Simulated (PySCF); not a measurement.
Excitation energies in several basis sets

Compound: C2H8GeSi.
SMILES: `C=[CH][GeH2][SiH3]`

TDDFT with PBE0 (PySCF), vertical singlets, core orbitals frozen in the response, spherical d and f functions. The structure is a single PBE0-D3(BJ)/def2-SVP conformer in the gas phase; no vibrational or solvent corrections. Relativistic effects, spin–orbit coupling among them, are left out although an element past zinc is present.

**Question.** Compare 6-31G*, def2-SVP, def2-SVPD, aug-cc-pVDZ, def2-TZVP and def2-TZVPD for this molecule.

**Answer.** 

```
      basis  functions  diffuse  S1 (eV)  S2 (eV)  S3 (eV)  S4 (eV)  S5 (eV)  LUMO (eV)  α (au)
     6-31G*         94       no     6.66     7.10     7.34     7.39     7.49       0.06    72.7
   def2-SVP        118       no     6.49     7.07     7.23     7.27     7.46      -0.24    77.8
  def2-SVPD        166      yes     6.36     6.92     7.03     7.08     7.26      -0.40    87.9
aug-cc-pVDZ        181      yes     6.32     6.71     6.93     6.95     7.02      -0.44    89.7
  def2-TZVP        195       no     6.35     6.94     7.07     7.08     7.26      -0.38    85.2
 def2-TZVPD        243      yes     6.31     6.80     6.95     6.99     7.12      -0.44    89.2
```

States are compared by their number. Against the largest diffuse basis here (def2-TZVPD, itself not a converged limit), sets without diffuse functions differ by up to 0.35 eV in S1 and 0.37 eV in S5; the smaller diffuse sets differ by up to 0.05 and 0.14 eV. State by state, the largest deviation of a set without diffuse functions is S1 0.35, S2 0.29, S3 0.39, S4 0.40, S5 0.37 eV. The same number needn't mean the same state in each row. Against def2-TZVPD the polarisability deviates by -19% in 6-31G*, -13% in def2-SVP, -1% in def2-SVPD, +1% in aug-cc-pVDZ, -4% in def2-TZVP.
